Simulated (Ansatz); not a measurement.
BH$_{6}$NOSi, relaxed with RKS PBE-D4/def2-SVP in Ansatz 0.2.0 from a rough embedded geometry. The force threshold is 0.03 eV/Å; the program also tests the step.

The species carries charge 0 and has multiplicity 1. The bonds changed during the relaxation, so this is another structure than the one it started from.

Start:

```xyz
10

B    -0.355   -1.280    0.892
Si    0.071    0.054   -0.358
N     0.657    1.469    0.531
O    -1.346    0.518   -1.331
H     0.181   -2.383    0.860
H    -1.235   -1.146    1.726
H     1.118   -0.407   -1.273
H     0.889    2.227   -0.235
H     1.507    1.250    1.032
H    -1.487   -0.301   -1.844
```

(1) By how much does the energy fall, and how many steps does the optimiser take? (An estimate is asked.)

(2) Which bonds change most? (Estimate.)

(3) Give the relaxed structure. (Estimate.)

Results:

(1) Ansatz gave: 136.16 kJ/mol, in 40 steps, 5 of them rejected.

(2) Ansatz gave: B1–N3 from 2.951 to 1.624 Å; Si2–N3 from 1.770 to 1.933 Å; Si2–O4 from 1.780 to 1.685 Å; B1–Si2 from 1.877 to 1.967 Å.

(3) Computed: 
```xyz
10

B     0.118   -0.844    1.072
Si   -0.231   -0.453   -0.823
N     0.583    0.625    0.560
O    -1.623    0.328   -1.365
H     1.053   -1.593    1.295
H    -0.833   -0.812    1.833
H     0.804   -0.426   -1.927
H     1.584    0.849    0.568
H     0.037    1.415    0.922
H    -1.492    0.910   -2.134
```
